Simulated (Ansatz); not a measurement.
Two isomers of CH7FGeSi: A = `C[SiH](F)[GeH3]`, B = `[F][GeH2][CH2][SiH3]`.

Isolated molecules relaxed with PBE0-D4/def2-TZVP in Ansatz; ΔE leaves out vibrations. CCSD(T)/CBS is the MP2 limit (def2-TZVPP, def2-QZVPP) plus CCSD(T) − MP2 in def2-TZVPP, frozen cores. DFT in def2-TZVPP. B3LYP here is the variant with VWN-RPA as its local correlation; programs differ in this. For Ge outer-core shells are correlated without core-valence functions, which leaves a few kJ/mol of doubt a bond. Scalar relativity is left out up to krypton. Each species was taken in one conformer, which may not be the lowest.

(1) Which is lower in electronic energy at CCSD(T)/CBS, and by how much? (An estimate is asked.)

(2) Give E(B) − E(A) in kcal/mol with B3LYP, CCSD/def2-TZVPP, B2PLYP, PBE-D4, MP2/def2-TZVPP, HF/def2-TZVPP, B3LYP-D4. (An estimate is asked.)

Largest T1 diagnostic: 0.012.

## Answers

(1) Computed: A, by 22.2 kcal/mol.

(2) The calculation gave: B3LYP 23.4, CCSD/def2-TZVPP 21.2, B2PLYP 22.1, PBE-D4 23.8, MP2/def2-TZVPP 20.2, HF/def2-TZVPP 20.3, B3LYP-D4 23.0. None reverses the order clearly.
